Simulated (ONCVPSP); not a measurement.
Before and after: ONCV potential for Ag

```
Element                 : Ag (Z = 47)
Generator               : ONCVPSP 4.0.1
Type                    : optimised norm-conserving Vanderbilt (ONCV)
Functional              : PBEsol
Relativity              : scalar-relativistic
Frozen core             : [Ar] 3d10
Valence charge          : 19
Reference configuration : 4s2 4p6 4d10 5s1
Partial waves           : 4s+5s: rc 1.25 bohr, ncon 3, nbas 8, qcut 10.6 1/bohr, 2 projectors; 4p: rc 1.15 bohr, ncon 4, nbas 8, qcut 7.5 1/bohr, 2 projectors, debl 1.4 Ha; 4d: rc 1.40 bohr, ncon 4, nbas 8, qcut 12.7 1/bohr, 2 projectors, debl 3.7 Ha
Local potential         : polynomial inside 1.15 bohr (lpopt 5, dvloc0 0 Ha)
Core correction         : Teter function, fcfact 5.5, rcfact 1.2
```

In the p channel the program set the typed energies aside and used -2.150, 0.250 Ha.

All-electron outer shells of the reference configuration (PBEsol, scalar-relativistic, ld1.x):

| shell | level (eV) | outermost node (bohr) | outermost maximum (bohr) |
| --- | --- | --- | --- |
| 3d | -358.49 | – | 0.27 |
| 4s | -94.97 | 0.44 | 0.82 |
| 4p | -58.51 | 0.44 | 0.87 |
| 4d | -7.45 | 0.43 | 1.04 |
| 5s | -4.42 | 1.11 | 2.49 |

Change: s: rc 1.64.

Cutoffs: the cutoffs (Ha) at which the residual kinetic energy of the hardest occupied pseudo-wave falls to 1 and 0.1 mHa per electron; they do not see the model core or the augmentation charge, which bear on the density cutoff. Errors are all-electron minus pseudo energies relative to the spin-unpolarised reference configuration.

Problem. Predict the effect on cutoff, ghosts and configuration errors.

Solution. The potential gets neither clearly harder nor softer (76 Ha and 151 Ha → 76 Ha and 151 Ha); the p channel sets the loose cutoff, while the largest relative change is in s, which becomes softer; of the 4 tests that both files solve, the error grows in 1 and shrinks in 0 by more than 15 % and 0.3 meV (median size 2.2 → 2.6 meV); neither file shows a bound ghost.

| quantity | base | changed |
| --- | --- | --- |
| cutoff, loose | 76 Ha | 76 Ha |
| cutoff, tight | 151 Ha | 151 Ha |
| loose cutoff by channel | s 39 Ha, p 76 Ha, d 38 Ha | s 32 Ha, p 76 Ha, d 38 Ha |
| bound ghosts | none | none |
| GHOST(+) flags under 300 eV | none | none |
| error for 4s2 4p6 4d10 5s0, meV [ΔE 7.75 eV] | -1.2 | -1.6 |
| error for 4s2 4p6 4d9 5s0, meV [ΔE 29.86 eV] | -3.1 | -3.5 |
| error for 4s2 4p6 4d8 5s0, meV [ΔE 66.04 eV] | -6.3 | -6.9 |
| error for 4s2 4p6 4d9 5s1, meV [ΔE 13.16 eV] | -0.8 | -0.9 |
| p: phases at 1.17 bohr within 0.05 rad from the reference energy up to (Ha; the scan ends near 5) | to the end of the scan | to the end of the scan |
| d: phases at 1.42 bohr within 0.05 rad from the reference energy up to (Ha; the scan ends near 5) | to the end of the scan | to the end of the scan |
| rms error of d²Exc/dni dnj with the model core, mHa | 0.58 | 0.36 |
